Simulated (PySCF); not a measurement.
Geometries of 2 isomers of C5H5F3, from PySCF, PBE0-D3(BJ)/def2-SVP geometry optimisation, gas phase. One conformer each, no zero-point energy, no frequencies.

Question: Which is lower in electronic energy at this level?
A.
```xyz
13
angstrom
C      2.606    0.423    0.924
C      1.341    0.135    0.271
C      0.281   -0.100   -0.266
C     -0.992   -0.380   -0.908
C     -2.186   -0.155   -0.003
F     -3.317   -0.424   -0.664
F     -2.256    1.108    0.418
F     -2.149   -0.941    1.072
H      2.475    0.498    2.014
H      3.029    1.375    0.569
H      3.344   -0.370    0.727
H     -1.137    0.258   -1.795
H     -1.042   -1.425   -1.253
```
B.
```xyz
13
angstrom
F      1.305    1.721    0.841
C      1.282    0.383    0.809
F      2.509   -0.024    0.472
F      1.051   -0.048    2.056
C      0.246   -0.112   -0.126
C     -0.430    0.586   -1.257
C     -1.214    0.106   -0.082
C     -0.672   -1.281    0.014
H     -0.517    0.065   -2.221
H     -0.267    1.666   -1.328
H     -1.789    0.678    0.644
H     -0.782   -1.966   -0.838
H     -0.709   -1.757    0.998
```

Answer: A. That is `CC#CCC(F)(F)F`, 3.6 kcal/mol below the other.

| SMILES | atoms numbered as above | E (Eh) | relative (kcal/mol) | relative (kJ/mol) | dipole (D) |
| --- | --- | --- | --- | --- | --- |
| CC#CCC(F)(F)F | [CH3:1][C:2]#[C:3][CH2:4][C:5]([F:6])([F:7])[F:8] | -492.14987 | 0.0 | 0.0 | 2.33 |
| FC(F)(F)[C@]12C[C@H]1C2 | [F:1][C:2]([F:3])([F:4])[C@:5]12[CH2:6][C@H:7]1[CH2:8]2 | -492.14412 | 3.6 | 15.1 | 1.99 |

As drawn, the lower has a C≡C bond, which the higher lacks; the higher has a three-membered ring and a quaternary carbon, which the lower lacks.
